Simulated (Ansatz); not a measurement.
Program: Ansatz. Geometries: PBE0-D4/def2-TZVP. ΔE: electronic, gas phase. CCSD(T)/CBS is the MP2 limit (def2-TZVPP, def2-QZVPP) plus CCSD(T) − MP2 in def2-TZVPP, frozen cores. This one scheme is used for every species. Functionals use def2-TZVPP. B3LYP here is the variant with VWN-RPA as its local correlation; programs differ in this. No spin–orbit coupling; open shells (•) take unrestricted orbitals. Elements past krypton have def2 core potentials. For In outer-core shells are correlated without core-valence functions, which leaves a few kJ/mol of doubt a bond. Each species was taken in one conformer, which may not be the lowest.

Reaction (homolysis of the C–In bond): `[CH3][InH][O][SiH3]` → `[CH3]`• + `[SiH3][O][InH]`•

`[CH3][InH][O][SiH3]`:

```xyz
11

C    -0.090   -0.843    1.842
In   -1.072   -1.198   -0.018
O    -0.412    0.071   -1.424
Si    0.622    1.313   -1.518
H    -0.140    0.223    2.067
H     0.961   -1.121    1.742
H    -0.535   -1.412    2.656
H    -2.244   -2.230   -0.700
H     0.194    2.274   -2.572
H     2.005    0.856   -1.847
H     0.711    2.067   -0.227
```

`[CH3]`•:

Z-matrix (Å, degrees):
```
C
H 1 1.080
H 1 1.080 2 120.0
H 1 1.080 2 120.0 3 180.0
```

`[SiH3][O][InH]`•:

Z-matrix (Å, degrees):
```
Si
O 1 1.625
H 1 1.495 2 111.9
H 1 1.490 2 110.7 3 120.0
H 1 1.490 2 110.7 3 -120.0
In 2 2.002 1 141.8 3 0.8
H 6 1.772 2 112.6 1 179.9
```

(1) What is ΔE at CCSD(T)/CBS? (Estimate.)

(2) What do these levels give: r2SCANh-D4, PBE-QIDH, B3LYP, r2SCAN0, BHLYP, CAM-B3LYP, RPA@PBE/def2-TZVPP, MP2/def2-TZVPP, SCS-MP2/def2-TZVPP, CCSD/def2-TZVPP, HF/CBS(def2), MP2/CBS(def2)? (Estimate.)

Largest T1 diagnostic among the species: 0.019.

Results:

(1) Computed: +288.8 kJ/mol.

(2) The calculation gave: r2SCANh-D4 251.2, PBE-QIDH 279.1, B3LYP 246.3, r2SCAN0 249.0, BHLYP 245.2, CAM-B3LYP 260.9, RPA@PBE/def2-TZVPP 269.6, MP2/def2-TZVPP 294.9, SCS-MP2/def2-TZVPP 288.1, CCSD/def2-TZVPP 269.7, HF/CBS(def2) 164.4, MP2/CBS(def2) 304.3 kJ/mol.

In def2-TZVPP, CCSD(T) changes the Hartree–Fock value by +115.2 kJ/mol (the triples alone add +9.7 kJ/mol) and MP2 by +130.6 kJ/mol; breaking electron pairs costs correlation energy, which Hartree–Fock lacks. The D4 term adds +9.2 kJ/mol with B3LYP and +5.3 kJ/mol with PBE0; it sums over pairs of atoms, weighted by their polarisabilities, and B3LYP, whose exchange is more repulsive, gets the larger term.
